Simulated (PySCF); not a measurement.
TeI, PBE0: how much the basis matters

PySCF, UKS reference; doublet, unpaired electrons π ↑; De to Te + I without counterpoise correction.

```json
{"basis": "cc-pVDZ-PP", "relativity": "scalar-relativistic core potentials", "functions": "46", "Re (Å)": "2.674", "ωe (cm⁻¹)": "219", "De (eV)": "2.09", "μ (D)": "-0.51"}
{"basis": "cc-pVTZ-PP", "relativity": "scalar-relativistic core potentials", "functions": "78", "Re (Å)": "2.651", "ωe (cm⁻¹)": "224", "De (eV)": "2.21", "μ (D)": "-0.40"}
{"basis": "x2c-TZVPPall", "relativity": "spin-free X2C", "functions": "120", "Re (Å)": "2.651", "ωe (cm⁻¹)": "222", "De (eV)": "2.22", "μ (D)": "-0.41"}
```

(1) How does each smaller set differ from the one with most functions, x2c-TZVPPall?

A positive dipole means Te(−)I(+). Spin–orbit coupling is left out, which matters for elements this heavy, above all for dissociation energies. The state was picked by a PBE0 search and need not be the measured ground state.

Results:

(1) cc-pVDZ-PP: +2.3 pm, -1.4 % in ωe, -0.13 eV in De; cc-pVTZ-PP: +0.0 pm, +0.9 % in ωe, -0.01 eV in De. All at PBE0; the set with most functions is neither the basis-set limit nor always the best. The rows treat relativity differently, so the differences are not basis effects alone.
